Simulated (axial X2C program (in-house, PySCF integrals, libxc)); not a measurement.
# AsH⁺ along the bond: r2SCAN, with spin–orbit coupling

Calculated with an in-house all-electron X2C program for linear molecules (integrals from PySCF). Two-component (2c) means X2C with spin–orbit coupling and atomic mean-field two-electron Coulomb and Gaunt terms. Basis: As dyall-cv3z [9s9p6d4f1g], H dyall-v3z [6s2p1d] (cores contracted in-house); Gaussian nuclei, density fitting, unrestricted open shells. Masses: As 74.922 u, H 1.008 u.

State: Ω = 1/2 (⟨Sz⟩ = -0.50, ⟨Lz⟩ = 1.00 at r2SCAN). Dipoles are positive if H is the positive end and refer to the centre of mass.

```json
{"R (Å)": "1.335", "μ (D)": "0.860", "HOMO (eV)": "-14.20", "LUMO (eV)": "-13.99"}
{"R (Å)": "1.396", "μ (D)": "0.827", "HOMO (eV)": "-14.17", "LUMO (eV)": "-13.97"}
{"R (Å)": "1.442", "μ (D)": "0.805", "HOMO (eV)": "-14.15", "LUMO (eV)": "-13.95"}
{"R (Å)": "1.488", "μ (D)": "0.787", "HOMO (eV)": "-14.13", "LUMO (eV)": "-13.93"}
{"R (Å)": "1.534", "μ (D)": "0.773", "HOMO (eV)": "-14.12", "LUMO (eV)": "-13.91"}
{"R (Å)": "1.588", "μ (D)": "0.762", "HOMO (eV)": "-14.10", "LUMO (eV)": "-13.89"}
{"R (Å)": "1.641", "μ (D)": "0.756", "HOMO (eV)": "-14.08", "LUMO (eV)": "-13.88"}
{"R (Å)": "1.710", "μ (D)": "0.756", "HOMO (eV)": "-14.06", "LUMO (eV)": "-13.86"}
{"R (Å)": "1.795", "μ (D)": "0.771", "HOMO (eV)": "-14.04", "LUMO (eV)": "-13.83"}
{"R (Å)": "1.917", "μ (D)": "0.818", "HOMO (eV)": "-14.01", "LUMO (eV)": "-13.80"}
```

(1) The minimum lies at 1.532 Å. What is the dipole moment there?

The state is a single determinant with fixed occupations, the lowest that a limited PBE0 search found. Density functionals use the spin component along the axis (collinear). The functionals have no current-density term, which raises determinants with orbital currents, atoms included.

Results:

(1) At r2SCAN, 2c, with the sign and origin stated: μ = 0.77 D.
